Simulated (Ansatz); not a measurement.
```yaml
atoms:
  - { symbol: P, position_ang: [0.0000, 0.0000, -0.5115] }
  - { symbol: N, position_ang: [0.0000, 0.0000, 1.0962] }
```

Basis set: 6-31G* (spherical functions). Correlated methods keep 6 orbitals frozen. Charge 0, multiplicity 1.

Computed with Ansatz (development build ahead of 0.2.0); each method stands on the lowest determinant of its kind that the runs found. Restricted open shells among the atoms or ions are ROHF, correlated in semicanonical orbitals with singles.

The atomization energy at this shape (free ground-state atoms in the same class of orbitals less the molecule, no zero-point energy) of singlet PN:

| method | atomization energy |
| --- | --- |
| RHF | 0.65 eV |

(1) What does RHF-MP2 give?

Answers

(1) 5.65 eV. Caution: in another basis set an unrestricted determinant lies well below.
